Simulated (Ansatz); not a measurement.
Ideal-gas functions of CH$_{4}$AlFS (`[CH3][Al]([F])[SH]`) at 500 K and 1 bar, from an Ansatz frequency run at PBE0-D4/def2-TZVP.

Molar mass 94.09 g/mol, point group Cs (symmetry number 1), electronic degeneracy 1, moments of inertia 86.941, 171.184, 255.009 u Å². Harmonic wavenumbers (cm⁻¹, unscaled): 28, 150, 195, 206, 271, 449, 622, 660, 695, 706, 864, 1225, 1440, 1440, 2709, 3047, 3125, 3142.

Use S(trans) = R[1.5 ln M + 2.5 ln T − 1.1517]; rotational temperatures θ = 24.2544 K / I; S(rot) = R[ln(√π/σ · √(T³/θAθBθC)) + 1.5]; for each mode x = 1.438777 ν̃/T, S = R[x/(eˣ − 1) − ln(1 − e⁻ˣ)] and H = RT x/(eˣ − 1); 1 cm⁻¹ = 0.0119627 kJ/mol; R = 8.31446 J/(mol·K).

Task: By hand: the entropy, in J/(mol·K).

Result: Translation 176.3. Rotation: θ = 0.279, 0.1417, 0.0951 K, giving 117.9. Vibration, mode by mode: 29.26, 15.36, 13.23, 12.78, 10.59, 6.74, 4.50, 4.13, 3.81, 3.72, 2.60, 1.14, 0.69, 0.69, 0.03, 0.01, 0.01, 0.01, in all 109.3. Electronic 0.0. Sum 403.5 J/(mol·K).

Task: By hand: H − E and G − E in kJ/mol, counted from the electronic energy.

Result: Zero-point energy ½ × 20974 × 0.0119627 = 125.5; thermal vibration 25.7; translation, rotation and pV give 4 RT = 16.6. H − E = 167.8 kJ/mol, and G − E = 167.8 − 500 × 403.5/1000 = -33.9 kJ/mol.

Vibration gives 27 % of the entropy, 29.3 J/(mol·K) of it from the mode under 150 cm⁻¹: soft modes count most, and the harmonic formula is weakest for them. The sum counts one conformer and one mirror image; others add a mixing term.
